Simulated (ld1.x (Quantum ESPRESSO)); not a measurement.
## Logarithmic derivatives: fluorine, ultrasoft

| Property | Result |
| --- | --- |
| Element | F (Z = 9) |
| Generator | ld1.x (Quantum ESPRESSO) 7.5 |
| Type | ultrasoft |
| Functional | LDA (PZ) |
| Relativity | scalar-relativistic |
| Frozen core | [He] |
| Valence charge | 7 |
| Reference configuration | 2s1.5 2p5.5 |
| Partial waves | 2s (bound): rcut 0.56, rcutus 0.68 bohr; 2s channel at 1.2 Ry: rcut 0.56, rcutus 0.68 bohr; 2p (bound): rcut 0.92, rcutus 1.12 bohr; 2p channel at 3.15 Ry: rcut 0.92, rcutus 1.12 bohr |
| Local potential | all-electron potential smoothed inside 0.84 bohr (lloc = -2) |
| Core correction | a·sin(br)/r model core inside 0.45 bohr |
| Augmentation charge | PSQ, radius 0.60 bohr |

The phase is arctan(r·u′/u) with u = r·R(r), unwrapped; energies in Ry, scanned from -4 to 5 Ry. A pole is an energy at which the radial function vanishes at the test radius. The pseudo phase is shifted by a multiple of π to meet the all-electron one at the reference energy, and phase errors are pseudo minus all-electron; the curves can meet again beyond the range given. Levels narrower than the energy grid can be missing from the lists of poles.

For each channel, where are the poles, and over which energies does the pseudopotential scatter like the atom?

| channel | radius (bohr) | reference energy (Ry) | poles, all-electron | poles, pseudo | unbroken range about the reference energy with phases within 0.05 rad | phase error 1 Ry above the reference energy (rad) |
| --- | --- | --- | --- | --- | --- | --- |
| s | 1.25 | -2.20 | 0.88 | 0.88 | the whole range | +0.000 |
| p | 1.25 | -0.85 | 1.66 | 1.66 | the whole range | +0.000 |

Phases in the s channel:

```
E (Ry)  all-electron  pseudo
 -4.00         0.615   0.615
 -3.52         0.316   0.316
 -3.04        -0.123  -0.123
 -2.56        -0.595  -0.595
 -2.08        -0.944  -0.944
 -1.60        -1.164  -1.164
 -1.12        -1.304  -1.304
 -0.64        -1.400  -1.400
 -0.16        -1.469  -1.469
  0.32        -1.522  -1.522
  0.80        -1.564  -1.564
  1.28        -1.599  -1.599
  1.76        -1.630  -1.630
  2.24        -1.657  -1.657
  2.72        -1.682  -1.682
  3.20        -1.705  -1.706
  3.68        -1.728  -1.728
  4.16        -1.751  -1.751
  4.64        -1.774  -1.774
```
